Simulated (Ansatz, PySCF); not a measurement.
Gas-phase reaction (SMILES): CCCC[C@H](C)Cl -> CCCC[C](C)Cl + H atom; the C-H bond at the site shown breaks (other sites are not compared here).

Geometries: B3LYP-D3(BJ)/def2-TZVP minima from Ansatz (a program for electronic structure), one conformer each, not searched for the lowest. Cores are frozen in the correlated levels unless marked. UHF or UKS for open shells. No spin-orbit coupling. No relativistic terms. CBS(X,Y): correlation extrapolated as X^-3; Hartree-Fock from the larger set. The bracket is a focal-point correction in the basis named. Thermal terms are rigid-rotor harmonic-oscillator values from B3LYP-D3(BJ) frequencies (Ansatz or PySCF) at 298.15 K and 1 atm. 1 Eh = 627.5095 kcal/mol. Atoms have translation alone.

| species | E, RI-MP2/CBS(cc-pV(T+d)Z,cc-pV(Q+d)Z)+[CCSD(T)-MP2]/cc-pV(T+d)Z (Ansatz) (Eh) | E, B3LYP-D3(BJ)/def2-TZVPD (Ansatz + dftd3) (Eh) | H - E (Eh) |
|---|---|---|---|
| CCCC[C@H](C)Cl | -695.93836 | -696.83578 | 0.18993 |
| CCCC[C](C)Cl | -695.27231 | -696.17455 | 0.17646 |
| H atom | -0.49995 | -0.50215 | 0.00236 |

**Question.** Work out ΔE and ΔH at 298.15 K at the first level, then ΔH at the second.

**Answer.** 
1. ΔE = [(-695.27231) + (-0.49995)] - [(-695.93836)] = 0.16610 Eh = 104.2 kcal/mol at RI-MP2/CBS(cc-pV(T+d)Z,cc-pV(Q+d)Z)+[CCSD(T)-MP2]/cc-pV(T+d)Z.
2. The terms H - E add up to -0.01111 Eh, so ΔH = (0.16610 + (-0.01111))×627.5095 = 97.3 kcal/mol.
3. At B3LYP-D3(BJ)/def2-TZVPD the same steps give ΔE = 99.8 and ΔH = 92.9 kcal/mol, a shift of -4.4 from the first level.
4. These values are not checked against measurement here, since the tables used lack a sound gas-phase enthalpy of formation for at least one species.
